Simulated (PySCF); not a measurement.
**Radial density of Cu (copper, neutral)**

r2SCAN, [Ar] 3d10 4s1, 2S determinant. Calculation: PySCF 2.14, in x2c-SVPall (5s3p3d1f, 36 functions); scalar relativity by spin-free X2C-1e.

```csv
r (bohr),4πr²ρ (e/bohr),4πr²(ρα − ρβ)
0.000792,0.1787,0.0001
0.00133,0.4862,0.0002
0.00224,1.252,0.0004
0.00377,2.989,0.0010
0.00634,6.854,0.0021
0.0107,14.30,0.0042
0.0179,25.43,0.0068
0.0302,34.56,0.0070
0.0508,32.47,0.0017
0.0854,28.18,0.0010
0.144,39.04,0.0129
0.242,30.27,-0.0296
0.406,17.75,-0.0677
0.683,21.90,-0.0896
1.15,8.440,0.0317
1.93,1.697,0.3654
3.25,0.5008,0.3249
5.47,0.04415,0.0383
9.20,0.0002554,0.0003
```

Densities and radii are taken from the X2C orbitals without a picture-change correction, which distorts them close to the nucleus.

**Question.** Where is the radial spin density 4πr²(ρα − ρβ) most negative, and why is it negative at all?

**Answer.** Around r = 0.683 bohr, down to -0.0896 e/bohr: exchange with the open shell polarises the paired shells in an unrestricted calculation.
